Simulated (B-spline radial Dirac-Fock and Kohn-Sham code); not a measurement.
Model: Dirac-Fock ΔSCF + Breit + QED. Program: a radial B-spline solver. No correlation.

Question: Identify the element and charge state from the binding energies below (tabulated ground configuration; the least bound level is included).

```tsv
level	binding energy (eV)
L1	8680.1
L2	8252.4
M1	2625.7
M2	2443.5
M4	2007.8
N1	1130.7
N2,3	1029.3
```

Answer: Sm²⁷⁺: Z = 62 with 35 electrons, [Ar] 3d10 4s2 4p5.

Question: An atom or ion in its tabulated ground configuration has these computed binding energies (the last is its least bound level). Which is it?

| level | binding energy (eV) |
| --- | --- |
| 2p1/2 | 7878.1 |
| 2p3/2 | 7544.1 |
| 3s | 3332.6 |

Answer: Xe⁴³⁺: Z = 54 with 11 electrons, [Ne] 3s1.

Question: Identify the element and charge state from the binding energies below (tabulated ground configuration; the least bound level is included).

| level | binding energy (eV) |
| --- | --- |
| M1 | 3883.3 |
| M4 | 2612.1 |
| N1 | 924.9 |
| N6 | 166.6 |
| N7 | 161.7 |
| O4 | 45.65 |
| P1 | 29.78 |

Answer: Pb²⁺: Z = 82 with 80 electrons, [Xe] 4f14 5d10 6s2.
